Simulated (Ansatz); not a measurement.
BrH4InOSSi (`[SiH3][O][In]([SH])[Br]`), relaxed with RKS PBE0-D4/def2-TZVP in the Gaussian-basis code of Ansatz from a GFN2-xTB geometry. The force threshold is 0.005 eV/Å; the program also tests the step.

Total charge 0; spin multiplicity 1. In: def2 effective core potential.

Start:

```xyz
9

Si    1.108   -0.644   -1.078
O    -0.154    0.339   -0.854
In   -1.431    0.866    0.549
S    -0.824    0.328    2.826
Br   -3.366    2.042   -0.432
H     0.654   -2.041   -1.010
H     1.596   -0.243   -2.393
H     2.106   -0.420   -0.012
H     0.310   -0.227    2.405
```

| step | energy (eV) | largest force (eV/Å) | largest move (Å) |
| --- | --- | --- | --- |
| 1 | -96033.5676 | 0.799 | 0.000 |
| 2 | -96033.6738 | 0.259 | 0.176 |
| 3 (rejected) | -96033.6578 | 0.481 | 0.192 |
| 4 | -96033.6848 | 0.147 | 0.092 |
| 5 | -96033.6911 | 0.107 | 0.100 |
| 6 | -96033.6927 | 0.122 | 0.055 |
| 7 | -96033.6977 | 0.041 | 0.151 |
| 8 (rejected) | -96033.6971 | 0.195 | 0.195 |
| 9 (rejected) | -96033.6964 | 0.182 | 0.098 |
| 10 | -96033.6991 | 0.031 | 0.047 |
| 11 (rejected) | -96033.6990 | 0.161 | 0.099 |
| 12 | -96033.7004 | 0.017 | 0.049 |
| 13 | -96033.7013 | 0.025 | 0.049 |
| 14 | -96033.7021 | 0.055 | 0.072 |
| 15 | -96033.7026 | 0.063 | 0.041 |
| 16 | -96033.7032 | 0.074 | 0.071 |
| 17 | -96033.7037 | 0.064 | 0.051 |
| 18 | -96033.7038 | 0.073 | 0.060 |
| 19 | -96033.7044 | 0.050 | 0.023 |
| 20 | -96033.7048 | 0.011 | 0.011 |
| 21 | -96033.7048 | 0.003 | 0.008 |
| 22 | -96033.7049 | 0.011 | 0.024 |
| 23 | -96033.7049 | 0.009 | 0.024 |
| 24 | -96033.7049 | 0.004 | 0.003 |

End:

```xyz
9

Si    1.019   -0.729   -1.072
O    -0.391    0.081   -0.974
In   -1.425    0.877    0.500
S    -0.606    0.728    2.704
Br   -3.504    1.959   -0.162
H     0.801   -2.089   -1.633
H     1.983    0.005   -1.935
H     1.641   -0.885    0.281
H     0.483    0.053    2.292
```

It took 2.2 min on 4 threads of an Arm Neoverse V2 on a shared host, with 0.87 GiB of host memory at the peak.
